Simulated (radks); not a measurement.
Values are calculated unless marked as measured or tabulated.
Q: All-electron atom: Sr+ in [Kr] 5s1. Level of theory: scalar-relativistic Kohn-Sham, r2SCAN, spin-polarised, spherical densities, finite nucleus; open shells are filled with parallel spins first (spin-orbit coupling, left out, can overturn this in heavy ions); meta-GGA in the generalised Kohn-Sham scheme; Fermi nuclear charge, rms radius 4.224 fm (a radial shooting solver on a logarithmic mesh with Libxc functionals). Some entries of the table are withheld. Estimate them.

orbital  occ.  eigenvalue (eV)  r(max) (bohr)
1s up       1        -15982.27        0.02554
1s down     1        -15982.25        0.02554
2s up       1        -2180.364         0.1450
2s down     1        -2180.355         0.1450
2p up       3        -1935.777         0.1161
2p down     3        -1935.767         0.1161
3s up       1        -347.5308         0.4351
3s down     1        -347.5090         0.4351
3p up       3        -267.7079         0.4305
3p down     3        -267.6838         0.4305
3d up       5        -136.4216         0.3779
3d down     5        -136.3932         0.3779
4s up       1         -48.5751          1.191
4s down     1         -48.4908          1.192
4p up       3         -29.8351          1.325
4p down     3         -29.7370          1.326
5s up       1              (1)          3.464

A: 
(1) 5s up eigenvalue (eV): -8.7622
